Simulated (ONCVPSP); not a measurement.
## Before and after: ONCV potential for Ta

ONCVPSP 4.0.1 input, shortened (lines: element, Z, core and valence counts, functional; n l f; lmax; l rc ep ncon nbas qcut; lloc lpopt rc5 dvloc0; l nproj debl; icmod fcfact rcfact), PBE, fully relativistic:

```
  Ta 73.00   12    3        4      upf
    1    0    2.00
    2    0    2.00
    2    1    6.00
    3    0    2.00
    3    1    6.00
    3    2   10.00
    4    0    2.00
    4    1    6.00
    4    2   10.00
    4    3   14.00
    5    0    2.00
    5    1    6.00
    5    2    3.00
    6    0    1.75
    6    1    0.25
    2
    0    2.75    0.00    4    8    2.40
    1    3.60    0.00    3    6    2.10
    2    2.25    0.00    5   10    6.80
    4    4    2.15    4.00
    0    3    0.40
    1    2    2.10
    2    3    0.80
    4    0.70    0.00
```

Open shells are filled in proportion to 2j + 1.

Change: p: qcut 3.

Cutoffs: the cutoffs (Ha) at which the residual kinetic energy of the hardest occupied pseudo-wave falls to 1 and 0.1 mHa per electron; they do not see the model core or the augmentation charge, which bear on the density cutoff. Errors are all-electron minus pseudo energies relative to the spin-unpolarised reference configuration.

Task: What does the change do?

Result: The potential gets neither clearly harder nor softer (14 Ha and 17 Ha → 14 Ha and 17 Ha); both files keep a bound ghost (s); the errors of the 4 common tests hardly move.

```csv
quantity,base,changed
"cutoff, loose",14 Ha,14 Ha
"cutoff, tight",17 Ha,17 Ha
loose cutoff by channel,"s 2.9 Ha, p 1.3 Ha, d 14 Ha","s 2.9 Ha, p 2.2 Ha, d 14 Ha"
bound ghosts,s,s
GHOST(+) flags under 300 eV,none,none
"error for 5d3 6s2 6p0, meV [ΔE -1.01 eV]",-1.0,-1.2
"error for 5d3 6s1 6p0, meV [ΔE 7.46 eV]",-64,-65
"error for 5d3 6s0 6p0, meV [ΔE 22.43 eV]",-386,-392
"error for 5d3.5 6s1.5 6p0, meV [ΔE -0.03 eV]",-12,-13
s: phases at 2.78 bohr within 0.05 rad from the reference energy up to (Ha; the scan ends near 5),to the end of the scan,to the end of the scan
p3/2: phases at 3.64 bohr within 0.05 rad from the reference energy up to (Ha; the scan ends near 5),n/a,n/a
p1/2: phases at 3.64 bohr within 0.05 rad from the reference energy up to (Ha; the scan ends near 5),1.1,1.2
d5/2: phases at 2.29 bohr within 0.05 rad from the reference energy up to (Ha; the scan ends near 5),to the end of the scan,to the end of the scan
d3/2: phases at 2.29 bohr within 0.05 rad from the reference energy up to (Ha; the scan ends near 5),to the end of the scan,to the end of the scan
"rms error of d²Exc/dni dnj with the model core, mHa",1.06,1.08
```

 A true bound ghost makes a file unfit for plane-wave use even where its test errors are small: the radial tests pick states by their node count and pass the ghost by.
